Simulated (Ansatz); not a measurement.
Energy needed to pull apart GeNH₂F (SMILES [NH2][Ge][F]), singlet, into free ground-state atoms, from the structure below (displaced at random from a GFN2-xTB minimum); no zero-point or spin–orbit terms; open-shell atoms are treated unrestricted, in their ground-state multiplicity.

```json
{"atom": "N1", "x (Å)": "-0.3982", "y (Å)": "0.3048", "z (Å)": "-0.1086"}
{"atom": "Ge2", "x (Å)": "0.3301", "y (Å)": "-0.4069", "z (Å)": "1.2616"}
{"atom": "F3", "x (Å)": "1.5302", "y (Å)": "-1.2753", "z (Å)": "0.3184"}
{"atom": "H4", "x (Å)": "-1.3168", "y (Å)": "0.9560", "z (Å)": "-0.0670"}
{"atom": "H5", "x (Å)": "-0.4212", "y (Å)": "0.3241", "z (Å)": "-1.1061"}
```

Ansatz 0.2.0; basis: def2-TZVPP; cores frozen in the correlated methods. Filled d shells of the heavier atoms are correlated. The def2 sets are not built for correlating such inner shells, so the correlated values are less sure here.

```tsv
method	atomization energy (eV)
PBE-D4	17.28
r2SCAN-D4	?
PBE0-D4	16.55
r2SCANh-D4	16.45
CAM-B3LYP-D4	16.91
wB97M-V	16.80
HF	10.46
MP2	16.61
CCSD	?
CCSD(T)	16.18
```

(1) What does r2SCAN-D4 give? (An estimate is asked for; the value comes from the calculation.)

(2) What does CCSD give? (An estimate is asked for; the value comes from the calculation.)

T1 diagnostic: at most 0.014.

Answers

(1) By the calculation: 16.70 eV, which is about 0.52 eV more than CCSD(T)/def2-TZVPP.

(2) The calculation gives: 15.80 eV, which is about 0.37 eV less than CCSD(T)/def2-TZVPP.

In triple zeta the MP2 and coupled-cluster atomization energies are still short of their basis limit by a few kcal/mol a bond, whereas those of the functionals are nearly converged, so these differences are not deviations from converged CCSD(T).

For scale, one of the runs: CCSD(T)/def2-TZVPP forces, 138 basis functions (an equivalent command: `ansatz run in.yaml --threads 4`). Time: 59 s of wall clock on 4 CPU threads; the host was shared. Peak host memory: 1.4 GiB.
